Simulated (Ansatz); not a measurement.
Geometry optimisation, Ansatz, RKS B3LYP/6-31G*.

Input:

```yaml
crystal:
  periodic: [false, false, false]
  atoms:
    - { symbol: B, position_ang: [-0.034588, 0.590601, -0.526272] }
    - { symbol: H, position_ang: [-0.021072, 0.129589, 1.831546] }
    - { symbol: "N", position_ang: [1.218422, -0.046329, -0.720468] }
    - { symbol: H, position_ang: [1.327151, -0.899776, -1.246592] }
    - { symbol: H, position_ang: [2.085879, 0.434354, -0.537542] }
    - { symbol: "N", position_ang: [-1.272204, -0.002971, -0.883929] }
    - { symbol: H, position_ang: [-1.365712, -0.950162, -1.216415] }
    - { symbol: H, position_ang: [-2.150464, 0.467203, -0.728538] }
    - { symbol: F, position_ang: [-0.047311, 1.827317, -0.008302] }
    - { symbol: H, position_ang: [-0.057002, 0.834076, 1.876911] }
basis:
  gaussian: { orbitals: "6-31G*" }
hamiltonian:
  xc: b3lyp
relax:
  f_tol: 0.03
  max_steps: 50
```

Launched with:

```bash
$ ansatz run input.yaml --threads 1 --pin off --max-ram 2048MiB --backend cpu --events-out ev --progress --plain --runs-dir out
```

Problem. Where does it end, and by what steps?

Solution. The run converged. The force dipped under the threshold on the way, but the program's further checks kept it going. After 23 steps the energy has fallen by 0.253 eV; H2 moved furthest, 1.85 Å.

| step | energy less start (eV) | largest force component (eV/Å) | accepted |
| --- | --- | --- | --- |
| 0 | 0.0000 | 1.478 | yes |
| 1 | -0.1370 | 0.452 | yes |
| 2 | -0.1815 | 0.194 | yes |
| 3 | -0.2017 | 0.050 | yes |
| 4 | -0.2004 | 0.177 | no |
| 5 | -0.2034 | 0.044 | yes |
| 6 | -0.2089 | 0.069 | yes |
| 7 | -0.2052 | 0.766 | no |
| 8 | -0.2133 | 0.072 | yes |
| 9 | -0.2170 | 0.203 | yes |
| 10 | -0.2207 | 0.369 | yes |
| 11 | -0.2305 | 0.073 | yes |
| 12 | -0.2352 | 0.043 | yes |
| 13 | -0.2351 | 0.590 | no |
| 14 | -0.2398 | 0.035 | yes |
| 15 | -0.2421 | 0.232 | yes |
| 16 | -0.2457 | 0.180 | yes |
| 17 | -0.2481 | 0.156 | yes |
| 18 | -0.2500 | 0.168 | yes |
| 19 | -0.2515 | 0.096 | yes |
| 20 | -0.2524 | 0.049 | yes |
| 21 | -0.2528 | 0.021 | yes |
| 22 | -0.2530 | 0.040 | yes |
| 23 | -0.2530 | 0.016 | yes |

```xyz
10
Properties=species:S:1:pos:R:3
B -0.031 0.343 -0.712
H -0.064 0.940 3.492
N 1.233 -0.092 -1.179
H 1.370 -0.739 -1.939
H 2.088 0.235 -0.756
N -1.273 -0.071 -1.252
H -1.376 -0.720 -2.015
H -2.146 0.265 -0.876
F -0.055 1.220 0.325
H -0.062 1.002 2.751
```

Whether the end is a true minimum wasn't checked by a vibrational analysis.

The run took 56 s on 1 thread of Arm Neoverse V2, on a shared host, peak memory 0.14 GiB.
